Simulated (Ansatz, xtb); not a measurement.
C2H8O3Si: which of two isomers lies lower

Structure I is `CC[Si](O)(O)O`, a singlet and structure II is `CO[Si](C)(O)O`, a singlet. Both are isolated molecules in the gas phase, relaxed with B3LYP-D3(BJ)/def2-SVP; the shapes shown needn't be the lowest conformers.

I (Å):

```xyz
14

C     0.4400    0.9642   -2.1591
C     0.4326    1.9988   -1.0255
O     3.0239   -0.1729   -1.3351
O     0.8713   -1.3564   -0.4336
O     1.3797   -1.5201   -3.1080
Si    1.4519   -0.5475   -1.7642
H    -0.5863    0.6289   -2.3899
H     0.8223    1.4089   -3.0955
H    -0.1718    2.8846   -1.2778
H     1.4539    2.3425   -0.7940
H     0.0202    1.5634   -0.1012
H     3.5620    0.2782   -1.9953
H     1.4822   -1.4058    0.3109
H     1.6581   -2.4355   -2.9836
```

II (Å):

```xyz
14

C    -0.3563   -0.4313    0.8007
C    -2.2840    3.2559    1.0919
O    -0.8981    0.8133    1.1802
O    -2.2798    1.3804   -1.1135
O     0.0021    2.6059   -0.6809
Si   -1.3412    2.0007    0.1070
H    -0.9849   -0.9343    0.0436
H     0.6619   -0.3238    0.3818
H    -0.2955   -1.0809    1.6880
H    -3.2308    2.8223    1.4501
H    -2.5189    4.1400    0.4795
H    -1.7092    3.5822    1.9729
H    -1.8414    1.2889   -1.9674
H     0.7407    2.8892   -0.1302
```

Energies in hartree; the thermal terms are from B3LYP-D3(BJ)/def2-SVP harmonic frequencies (ideal gas, rigid rotor, one conformer each, 400 K, 1 atm) and include the zero-point energy:

|  | I | II |
| --- | --- | --- |
| E, CCSD(T)/def2-SVP | −594.764777 | −594.750205 |
| E, MP2/def2-SVP | −594.693177 | −594.676572 |
| E, MP2/def2-TZVPP | −595.440066 | −595.421527 |
| zero-point energy | 0.107957 | 0.107415 |
| H(400 K) − E | 0.124375 | 0.124140 |
| G(400 K) − E | 0.058387 | 0.056634 |

Q: Correct the CCSD(T) difference for the basis set by the MP2 change, then work out ΔE, ΔE₀, ΔH and ΔG for I → II in kcal/mol (1 Eh = 627.51 kcal/mol) and the equilibrium ratio [II]/[I].

A: 1. Differences II − I: CCSD(T) +0.014572, MP2 in the small set +0.016605, MP2 in the large set +0.018539 Eh.
2. ΔE = +0.014572 + (+0.018539 − (+0.016605)) = +0.016506 Eh = +10.36 kcal/mol.
3. ΔE₀ = ΔE + ΔZPE = +0.016506 + (−0.000542) Eh = +10.02 kcal/mol.
4. ΔH = ΔE + (−0.000235) Eh = +10.21 kcal/mol.
5. ΔG = ΔE + (−0.001753) Eh = +9.26 kcal/mol, so ΔS = (ΔH − ΔG)/T = +10.0 J/(mol K).
6. kT = 1.2667 mEh, so K = [II]/[I] = exp(−ΔG/kT) = exp(−11.65) ≈ 8.7 × 10^−6.

Structure I is favoured at this temperature. An error of 1 kcal/mol in ΔG would change K by a factor of 3.5. HF/STO-3G gave ΔE the other sign. Mirror images and further conformers aren't counted.

As drawn, II has 1 C–O, 1 C–H in place of 1 C–C, 1 O–H.

Other levels gave ΔE = +5.1 (GFN2-xTB); −3.1 (HF/STO-3G, GFN2-xTB geometries); +6.9 (r2SCAN-D4/def2-SVP, GFN2-xTB geometries); +7.5 (B3LYP-D3(BJ)/def2-SVP); +6.7 (HF/def2-SVP); +10.4 (MP2/def2-SVP); +9.1 (CCSD(T)/def2-SVP) kcal/mol. The correlated steps freeze 10 core orbitals. Programs: Ansatz 0.2.0, xtb 6.7.1.
